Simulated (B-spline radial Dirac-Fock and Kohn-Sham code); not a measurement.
# Cross section and asymmetry of the 2p1/2 subshell of Ne⁺

System: Ne⁺ in the configuration [He] 2s2 2p5. The computed 2p1/2 threshold is 41.11 eV; without correlation, outer thresholds are uncertain by 1 to 2 eV. With an open shell the threshold is an average over the terms of the final ion.

Model: Dirac-Hartree-Slater photoionisation with all multipoles and Dirac-Fock thresholds. Program: a radial B-spline solver. Interchannel coupling and autoionising resonances are not included, so magnitudes near threshold are approximate.

| kinetic energy (eV) | σ (Mb) | β |
| --- | --- | --- |
| 1.5 | 2.33 | 0.40 |
| 1.9 | 2.35 | 0.44 |
| 2.3 | 2.36 | 0.48 |
| 2.9 | 2.37 | 0.53 |
| 3.7 | 2.39 | 0.58 |
| 4.6 | 2.41 | 0.64 |
| 5.7 | 2.42 | 0.71 |
| 7.2 | 2.43 | 0.78 |
| 9.0 | 2.43 | 0.86 |
| 11.2 | 2.42 | 0.94 |
| 14.0 | 2.39 | 1.02 |
| 17.5 | 2.33 | 1.10 |
| 21.9 | 2.23 | 1.18 |
| 27.4 | 2.09 | 1.25 |
| 34.2 | 1.89 | 1.32 |
| 42.8 | 1.65 | 1.38 |
| 53.5 | 1.37 | 1.43 |
| 66.9 | 1.07 | 1.46 |
| 83.7 | 0.790 | 1.49 |
| 104.7 | 0.544 | 1.50 |
| 130.9 | 0.354 | 1.50 |
| 163.6 | 0.218 | 1.49 |
| 204.6 | 0.130 | 1.45 |
| 255.8 | 0.0750 | 1.40 |
| 319.9 | 0.0423 | 1.34 |
| 400.0 | 0.0235 | 1.26 |

The cross section shows no minimum in this range. Its largest value, 2.43 Mb, lies 9 eV above threshold, delayed by the centrifugal barrier of the l+1 channel. β ranges from 0.40 (at 1.5 eV) to 1.50.
